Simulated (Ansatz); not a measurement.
Consider the cleavage of the Si–Si bond: `O[SiH2][SiH2][SiH2]Cl` + `N=C=O` → `O=C=N[SiH2]O` + `[SiH3][SiH2]Cl`.

Isolated molecules relaxed with PBE0-D4/def2-TZVP in Ansatz; ΔE leaves out vibrations. CCSD(T)/CBS adds triple-zeta CCSD(T) − MP2 to the extrapolated MP2 energy (def2 sets, frozen cores). This one scheme is used for every species. Functionals use def2-TZVPP. B3LYP here is the variant with VWN-RPA as its local correlation; programs differ in this. Each species was taken in one conformer, which may not be the lowest.

Question: Is it downhill or uphill in electronic energy at CCSD(T)/CBS, and by how much? (An estimate is asked.)

Answer: Computed: Downhill: ΔE = -107.6 kJ/mol.

Question: What do these levels give: PBE0-D4, ωB97X-V, PBE, PBE0, B3LYP, MP2/def2-TZVPP, CCSD(T)/def2-TZVPP, HF/def2-QZVPP, MP2/def2-QZVPP, HF/CBS(def2), MP2/CBS(def2), CCSD/CBS(def2)? (An estimate is asked.)

Answer: The calculation gave: PBE0-D4 -93.1, ωB97X-V -106.4, PBE -85.5, PBE0 -95.7, B3LYP -110.7, MP2/def2-TZVPP -116.9, CCSD(T)/def2-TZVPP -108.4, HF/def2-QZVPP -139.5, MP2/def2-QZVPP -116.9, HF/CBS(def2) -139.7, MP2/CBS(def2) -116.1, CCSD/CBS(def2) -112.3 kJ/mol.

Largest T1 diagnostic among the species: 0.018.

From PBE to PBE0 (25 % exact exchange), in def2-TZVPP and without D4, ΔE moves by −10.2 kJ/mol. The D4 term adds +4.2 kJ/mol with B3LYP and +2.6 kJ/mol with PBE0; it sums over pairs of atoms, weighted by their polarisabilities, and B3LYP, whose exchange is more repulsive, gets the larger term. In def2-TZVPP, CCSD(T) changes the Hartree–Fock value by +30.0 kJ/mol (the triples alone add +4.6 kJ/mol) and MP2 by +21.5 kJ/mol.
